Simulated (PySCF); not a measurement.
Compound: C2F4O.
Bonds: O1–C2 (double), C2–F3, C2–C4, C4–F5, C4–F6, C4–F7.

The calculation used PySCF 2.14.0, PBE0-D3(BJ)/def2-TZVP geometry optimisation, gas phase.

(1) List the bond lengths, angles and torsions at this level.

Results:

(1) 
```csv
bond,length (Å)
O1=C2,1.172
C2–F3,1.326
C2–C4,1.542
"C4–F5, C4–F6",1.330
C4–F7,1.318
```

Bonds in one row agree within 0.01 Å and their mean is given. A selection of angles:
```csv
angle,degrees
O1–C2–F3,124.0
O1–C2–C4,126.4
F3–C2–C4,109.6
C2–C4–F5,110.2
F5–C4–F6,108.7
```

Torsions: O1–C2–C4–F5 -125° (anticlinal). The mirror-image conformer, all signs reversed, is as good.

Point group: near Cs, missed by 0.11 Å at most; the miss may be what the optimiser left on a soft mode. No PBE0-D3(BJ)/def2-TZVP frequencies stand behind this structure, so it isn't proved a minimum.
